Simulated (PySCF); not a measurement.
BI2, SMILES [B+](I)I, charge +1. Geometry optimised at B3LYP-D3(BJ)/def2-TZVP. The def2 effective core potentials stand for the cores of I; spin–orbit coupling is left out.

Computed equilibrium geometry at B3LYP-D3(BJ)/def2-TZVP (PySCF confirms it by a frequency run) as a Z-matrix, and its point group:
point group D∞h.
```
B
I 1 1.9744
I 1 1.9744 2 180.00
```
Charge +1, spin multiplicity 1.
